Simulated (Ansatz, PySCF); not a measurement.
C₂H₆BNO, SMILES B1(OCC1)N.

Geometry: PBE0-D3(BJ)/def2-SVP. The structure was generated by enumeration, and PubChem lists no compound with its InChIKey, so it may never have been made. Other conformers were not sampled.

Vertical ionisation energy (IE) and electron affinity (EA) in eV. Rows of orbital energies are one-electron estimates. Where ΔSCF, EOM or ADC give a negative EA the extra electron is unbound and the value depends on the basis.

```json
[
 {"level": "−ε(HOMO), −ε(LUMO), ωB97X/def2-TZVP (PySCF)", "IE": "9.96", "EA": "-2.95"},
 {"level": "−ε(HOMO), −ε(LUMO), PBE/def2-TZVP (PySCF)", "IE": "6.06", "EA": "-0.22"},
 {"level": "ΔSCF, PBE0/def2-SVPD (Ansatz), final states of multiplicity 2 and 2", "IE": "9.74", "EA": "-1.21"},
 {"level": "ΔSCF, PBE/def2-SVPD (Ansatz), final states of multiplicity 2 and 2", "IE": "9.41", "EA": "-1.08"}
]
```

Q: What vertical singlet–triplet gap does ΔSCF give with PBE0/def2-SVPD (Ansatz, an electronic-structure program) and with PBE/def2-SVPD (Ansatz)? (An estimate is asked for; the answer gives what the named calculation found.)

A: 6.48 and 6.12 eV (triplet above singlet where positive).
